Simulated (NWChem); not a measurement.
Total energies of iodine (I2)

```xyz
2

I      0.0000     0.0000     1.3412
I      0.0000     0.0000    -1.3412
```
Charge 0, spin multiplicity 1.

Program: NWChem. All single points use one geometry, from PBE0/def2-SVP with def2 effective core potentials on I, a minimum by its harmonic frequencies.

Basis set: def2-SVP (52 functions).

```tsv
method	total energy (Ha)
RHF	-593.31630
MP2	-593.55027
B2PLYP	-594.84718
PBE	-595.38786
B3LYP	-595.60102
PBE0	-595.43731
CCSD(T)	-593.57190
```

Total energies of different functionals aren't comparable as a measure of quality: only differences taken within one method are. 

Effective core potentials replace the inner electrons of I; spin-orbit coupling is left out. The correlated methods keep 8 core orbitals frozen. B3LYP has NWChem's definition, with VWN1-RPA local correlation. Coupled-cluster values serve here as a point of comparison, not as the truth.
